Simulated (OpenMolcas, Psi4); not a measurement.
**A ladder of methods for SnH2F2 (SMILES [F][SnH2][F])**

SnH2F2 has 5 atoms, charge 0, and is taken as a singlet. SMILES: `[F][SnH2][F]`. The coordinates come from a PBE0-D4/def2-TZVP relaxation.

Each level gives the dipole moment (D). The values are calculated.

```
                            level                    kind     program  value (D)  CPU time
     HF/def2-SVP (core potential)            Hartree–Fock        Psi4       3.94     7.6 s
    PBE/def2-SVP (core potential)                     GGA  OpenMolcas       3.08      14 s
 r2SCAN/def2-SVP (core potential)                meta-GGA  OpenMolcas       3.30      17 s
  B3LYP/def2-SVP (core potential)           global hybrid  OpenMolcas       3.32      13 s
   PBE0/def2-SVP (core potential)           global hybrid  OpenMolcas       3.40      12 s
  TPSSh/def2-SVP (core potential)         hybrid meta-GGA        Psi4       3.21      30 s
wB97M-V/def2-SVP (core potential)  range-separated hybrid        Psi4       3.41     2 min
wB97X-V/def2-SVP (core potential)  range-separated hybrid        Psi4       3.41   1.8 min
```

The values span 3.08 to 3.94 D. Magnitudes only. Times are those of the runs behind each value, whatever else they computed, on shared processors of several kinds: orders of magnitude only.
